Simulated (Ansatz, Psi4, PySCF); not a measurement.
C2H4Cl, charge -1, singlet, at the geometry of the source list (in this run its highest filled SCF level lies above zero, so its values depend strongly on the basis, on diffuse functions most of all). Base run: B97M-V/def2-SVP in PySCF.

Geometry (Å):
```xyz
7

C     -0.5244     0.2980     0.0000
C      0.9814     0.1382     0.0000
Cl    -1.3480    -1.2896     0.0000
H     -0.8694     0.8320     0.8852
H     -0.8694     0.8320    -0.8852
H      1.3148    -0.4054     0.8854
H      1.3148    -0.4054    -0.8854
```
Charge -1, spin multiplicity 1.
All else is at PySCF's defaults.

The same geometry, method and basis name were run in Ansatz (a quantum-chemistry and plane-wave program) and Psi4 and PySCF, at each program's defaults and at the settings that a row names. The base is PySCF at its defaults. Differences at the defaults can come from grids, fitting, cores and function types together.

| code and settings | ΔE vs base (µEh) | basis functions | E (Eh) | SCF cycles |
|---|---|---|---|---|
| PySCF, defaults (exact integrals, its default grid, spherical functions) | 0.0 | 66 | -538.42581 | 10 |
| Psi4, defaults (density fitting with its default set, its default grid, spherical functions) | [?] | 66 | [?] | 10 |
| Ansatz, defaults (factorised integrals, its default grid, spherical functions) | 1.7 | 66 | -538.42581 | - |
| PySCF, density fitting with def2-universal-jkfit | -78.3 | 66 | -538.42589 | 10 |
| PySCF, fine grid | 3.5 | 66 | -538.42581 | 10 |
| Psi4, exact integrals, spherical functions, fine grid | 1.8 | 66 | -538.42581 | 12 |

### Question
Fill in the missing entries.

### Answer

- Psi4, defaults (density fitting with its default set, its default grid, spherical functions), ΔE vs base (µEh): -54.5
- Psi4, defaults (density fitting with its default set, its default grid, spherical functions), E (Eh): -538.42587
